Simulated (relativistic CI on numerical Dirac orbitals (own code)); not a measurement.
# Hyperfine structure of Pt LIII, mass number 195

Calculated at this level of theory: Dirac-Coulomb-Breit CI, separate exchange-only KLI orbitals for each configuration, a model potential for QED, unscaled Slater integrals (own radial code, finite nucleus).

CI space (outside the closed core [Ne]): 3s2 3p6 3d8, 3s2 3p5 3d9, 3s2 3p4 3d10, 3s 3p6 3d9, 3p6 3d10, 3s 3p5 3d10, 3s2 3p6 3d7 4s, 3s2 3p6 3d7 4p, 3s2 3p4 3d9 4s, 3s2 3p6 3d7 4d, 3s2 3p4 3d9 4p, 3s2 3p5 3d8 4s, 3s2 3p6 3d7 4f, 3s2 3p4 3d9 4d, 3s 3p5 3d9 4s, 3s2 3p5 3d8 4p. Levels of other configurations are missing.

Nuclear spin I = 1/2, μ = 0.6073 μN (tables of Stone and Pyykkö). The electronic factors are computed for point nuclear moments, without core polarisation or the Bohr-Weisskopf and QED corrections.

| Level | E (eV) | A (GHz) |
| --- | --- | --- |
| 3s2 3p6 3d8 3F_4 | 0.000 | 56.15 |
| 3s2 3p6 3d8 3F_3 | 84.608 | 82.69 |
| 3s2 3p6 3d8 3P_2 | 94.857 | 64.98 |
| 3s2 3p6 3d8 1G_4 | 100.577 | 90.72 |
| 3s2 3p6 3d8 3P_1 | 100.623 | -10.57 |
| 3s2 3p6 3d8 3F_2 | 176.839 | 144.7 |
| 3s2 3p5 3d9 3F°_4 | 474.316 | 140.4 |
| 3s2 3p5 3d9 1D°_2 | 484.825 | 79.91 |

Levels with J = 0, under 50 % of one LS term, or S terms without an open s electron are left out. Small factors come from cancelling terms and can be off by tens of per cent or more.

At this charge energies of transitions that change n are usually good to better than 1 %, and those within a shell (Δn = 0) to a few per cent.

(1) Give the hyperfine levels of 3s2 3p6 3d8 3F_4 relative to its centre of gravity.

Results:

(1) With K = F(F + 1) − I(I + 1) − J(J + 1), E = AK/2: F = 7/2: -140.4, F = 9/2: 112.3 GHz.

LS names give the leading component of a level, which can be under half, so a name can repeat, a term be missing and a line seem to break the LS rules.
